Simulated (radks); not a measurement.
Question: The mean radii <r> (bohr) of the occupied orbitals of an atom or ion are listed with their occupations. Method: non-relativistic Kohn-Sham, PBE, spin-polarised, spherical densities, point nucleus; computed with a radial shooting solver on a logarithmic mesh with Libxc functionals.

| orbital | occ. | <r> |
|---|---|---|
| 1s up | 1 | 0.01892 |
| 1s down | 1 | 0.01892 |
| 2s up | 1 | 0.07966 |
| 2s down | 1 | 0.07966 |
| 2p up | 3 | 0.06730 |
| 2p down | 3 | 0.06730 |
| 3s up | 1 | 0.2008 |
| 3s down | 1 | 0.2008 |
| 3p up | 3 | 0.1912 |
| 3p down | 3 | 0.1912 |
| 3d up | 5 | 0.1668 |
| 3d down | 5 | 0.1668 |
| 4s up | 1 | 0.4407 |
| 4s down | 1 | 0.4406 |
| 4p up | 3 | 0.4442 |
| 4p down | 3 | 0.4441 |
| 4d up | 5 | 0.4504 |
| 4d down | 5 | 0.4502 |
| 4f up | 7 | 0.4668 |
| 4f down | 7 | 0.4659 |
| 5s up | 1 | 0.9530 |
| 5s down | 1 | 0.9510 |
| 5p up | 3 | 1.006 |
| 5p down | 3 | 1.004 |
| 5d up | 2 | 1.144 |

Name the element and its charge. Open shells, if any, are filled with parallel spins first.

Answer: Z = 80, mercury, charge +10: Hg10+ in [Xe] 4f14 5d2. The 1s radius gives Z: for a bare nucleus <r> = 1.5/Z, 0.01875 bohr for Z = 80, and screening makes it slightly larger (0.01892 here). The occupations add up to 70, and the charge is Z minus that.
